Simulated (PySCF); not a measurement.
# What a mistake does to a calculation on BCClH3Si cation

All numbers below are calculated, not measured. They come from PySCF 2.14.0, an open-source quantum chemistry program, on an isolated molecule that a program drew, which may never have been made. The molecule is BCClH3Si cation (charge +1, singlet), drawn as the SMILES string `C=[SiH][B+]Cl`.

Each row is a Hartree-Fock (HF) and frozen-core CCSD(T) single point in the cc-pV(D+d)Z basis, meant for a local HF minimum. Run 1 is clean. Each other run has one planted mistake out of seven kinds, and not every kind appears here: one electron removed, one electron added, multiplicity raised by two, geometry at a saddle point, minimal basis STO-3G, one bond length entered in bohr, all coordinates scaled. The reference is restricted for singlets and unrestricted otherwise, and also for a bond in bohr. Adding or removing an electron swaps singlet and doublet. Electrons count all cores. HOMO and LUMO are orbital energies over both spins, the gradient is its largest component, and the lowest frequency (negative if imaginary) is given only where the gradient is small. Bond lengths are over the 6 bonds as drawn. T1 is the CCSD diagnostic: over 0.02 (restricted) or 0.045 (unrestricted) a single reference is doubtful.

Geometry of the clean run:
```xyz
7
BCClH3Si cation, angstrom
C    -1.3000   -0.3408   -1.7867
Si    0.1026   -1.2648   -2.0863
B     1.6729   -0.1087   -1.7363
Cl    2.9056    0.9037   -1.4284
H    -1.2445    0.6933   -1.4640
H    -2.3066   -0.7304   -1.9008
H     0.3439   -2.6359   -2.5163
```

| run | electrons | basis functions | <S^2> | HOMO (eV) | LUMO (eV) | gradient (hartree/bohr) | lowest frequency (cm^-1) | mean bond (Å) | longest bond (Å) | T1 | HF (hartree) | CCSD(T) (hartree) | mistake |
|---|---|---|---|---|---|---|---|---|---|---|---|---|---|
| 1 | 44 | 89 | 0.000 | -13.81 | -5.06 | 9.4e-06 | 112 | 1.4898 | 1.981 | 0.0191 | -812.41828 | -812.91602 | no fault |
| 2 | 44 | 89 | 2.015 | -12.83 | -5.76 | 9.5e-02 | - | 1.4898 | 1.981 | 0.0174 | -812.39686 | -812.84904 | multiplicity raised by two |
| 3 | 44 | 89 | 0.000 | -14.37 | -4.86 | 1.0e-01 | - | 1.3736 | 1.827 | 0.0163 | -812.36082 | -812.84843 | all coordinates scaled |
| 4 | 45 | 89 | 1.006 | -7.16 | 1.67 | 5.8e-02 | - | 1.4898 | 1.981 | 0.0341 | -812.64695 | -813.13753 | one electron added |
| 5 | 44 | 31 | 0.000 | -12.02 | -2.59 | 5.9e-02 | - | 1.4898 | 1.981 | 0.0185 | -803.39088 | -803.61376 | minimal basis STO-3G |
| 6 | 44 | 89 | 1.014 | -13.56 | -6.34 | 7.3e-02 | - | 1.7836 | 3.744 | 0.0174 | -812.31953 | -812.76665 | ? |

**Which mistake was planted in run 6, and what did it cost?**

The mean bond changes by a factor of 1.197 and the longest by 1.890, so the molecule wasn't scaled as a whole. A length L in bohr read as angstrom grows by (1/0.5292 - 1) L = 0.890 L. The 6 bonds together grew by 6 x 0.2938 = 1.763 Å, which gives L = 1.981 Å. That is bond Si2-B3, 1.981 Å in the clean geometry. So the mistake is: one bond length entered in bohr. Subtracting run 1 and multiplying by 627.51 kcal/mol a hartree, the energy moved by 62.0 kcal/mol in HF and 93.7 kcal/mol in CCSD(T).

